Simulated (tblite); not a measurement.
Compound: C9H11P.
Atom-mapped SMILES: `[CH3:1]/[CH:2]=[P:3]/[c:4]1[cH:5][cH:6][cH:7][cH:8][c:9]1[CH3:10]` (hydrogens: H11, H12, H13 on C1; H14 on C2; H15 on C5; H16 on C6; H17 on C7; H18 on C8; H19, H20, H21 on C10)

Geometry (GFN2-xTB, Å), atoms numbered from 1 in this order:
```xyz
21
C9H11P angstrom
C      3.7982   -0.1498    0.4951
C      2.3237   -0.2908    0.3402
P      1.2394    0.8874    0.8323
C     -0.3410    0.0816    0.3650
C     -0.6197   -1.2099    0.7990
C     -1.8158   -1.8209    0.4720
C     -2.7507   -1.1363   -0.2846
C     -2.4862    0.1562   -0.7043
C     -1.2919    0.7838   -0.3819
C     -1.0042    2.1766   -0.8519
H      4.1970   -0.9674    1.0985
H      4.0568    0.7930    0.9722
H      4.2895   -0.1970   -0.4783
H      1.9840   -1.2008   -0.1407
H      0.1073   -1.7346    1.4042
H     -2.0208   -2.8254    0.8127
H     -3.6884   -1.6068   -0.5420
H     -3.2209    0.6890   -1.2919
H     -1.9007    2.6472   -1.2485
H     -0.2455    2.1596   -1.6355
H     -0.6188    2.7821   -0.0319
```

Level: GFN2-xTB in tblite, geometry and Hessian alike; calculated harmonic values, unscaled, isolated species. Errors from tens to a few hundred cm⁻¹ against measured bands are possible. One conformer, not necessarily the lowest.

Harmonic wavenumbers (cm⁻¹): 48.0, 77.6, 86.9, 135.0, 166.7, 187.7, 235.6, 252.6, 291.5, 384.6, 414.4, 437.0, 483.3, 537.8, 658.2, 682.2, 725.3, 769.0, 809.2, 880.5, 890.5, 913.8, 927.5, 999.6, 1007.7, 1027.7, 1047.6, 1050.1, 1099.4, 1157.5, 1161.8, 1182.7, 1231.5, 1262.7, 1315.3, 1331.8, 1399.9, 1400.3, 1423.1, 1458.9, 1471.6, 1473.7, 1476.5, 1487.1, 1573.9, 1590.4, 2968.5, 2988.8, 2989.8, 3008.1, 3013.5, 3033.3, 3038.3, 3058.2, 3066.1, 3075.3, 3087.2.

A = 2162, B = 753.8, C = 594.4 MHz; mass 150.060 u (most abundant isotopes); point group C1, symmetry number 1.

Q: Zero-point energy?

A: ½Σν̃ = 36976 cm⁻¹ = 442.34 kJ/mol.

Q: Entropy at 273.15 K, 1 bar (ideal gas, RRHO, classical rotation)?

A: Translation 169.53, rotation 125.20, vibration 122.34: S = 417.1 J/(mol K).

Q: And Cp and H(273.15 K) − H(0)?

A: Cp = 162.01 J/(mol K), of which vibrations give 128.75 (their classical limit is 57 R = 473.9); H(273.15 K) − H(0) = 26.92 kJ/mol without the zero-point energy, 17.84 from vibrations.

Q: What must be added to the electronic energy to get the Gibbs energy at 273.15 K and 1 bar?

A: ZPE + [H(273.15 K) − H(0)] − T·S = 442.34 + 26.92 − 113.92 = 355.34 kJ/mol.

Q: Which modes carry the vibrational entropy at 273.15 K?

A: 48.0 cm⁻¹: 19.77; 77.6 cm⁻¹: 15.81; 86.9 cm⁻¹: 14.88; 135.0 cm⁻¹: 11.32; 166.7 cm⁻¹: 9.66; 187.7 cm⁻¹: 8.74 J/(mol K); the other 51 give 42.15 together.

Q: How do the functions run with temperature in this model?

A: 
```json
{"T (K)": "150", "S (J/(mol K))": "338.6", "Cp (J/(mol K))": "106.5", "H − H(0) (kJ/mol)": "10.46", "G − H(0) (kJ/mol)": "-40.33", "ln q(vib)": "3.29"}
{"T (K)": "250", "S (J/(mol K))": "403.2", "Cp (J/(mol K))": "151.0", "H − H(0) (kJ/mol)": "23.30", "G − H(0) (kJ/mol)": "-77.51", "ln q(vib)": "6.19"}
{"T (K)": "298.15", "S (J/(mol K))": "431.8", "Cp (J/(mol K))": "174.0", "H − H(0) (kJ/mol)": "31.12", "G − H(0) (kJ/mol)": "-97.61", "ln q(vib)": "7.58"}
{"T (K)": "400", "S (J/(mol K))": "489.6", "Cp (J/(mol K))": "221.3", "H − H(0) (kJ/mol)": "51.29", "G − H(0) (kJ/mol)": "-144.56", "ln q(vib)": "10.49"}
{"T (K)": "600", "S (J/(mol K))": "594.3", "Cp (J/(mol K))": "295.3", "H − H(0) (kJ/mol)": "103.41", "G − H(0) (kJ/mol)": "-253.15", "ln q(vib)": "16.15"}
{"T (K)": "900", "S (J/(mol K))": "728.5", "Cp (J/(mol K))": "365.4", "H − H(0) (kJ/mol)": "203.42", "G − H(0) (kJ/mol)": "-452.21", "ln q(vib)": "24.21"}
```

q(vib) and H(0) count from the zero-point level.

Hindered rotation and anharmonicity are outside this model. Other conformers, if any are populated, would add a mixing term that is left out. The structure is chiral; the term R ln 2 for an equal mix with its mirror image is left out.
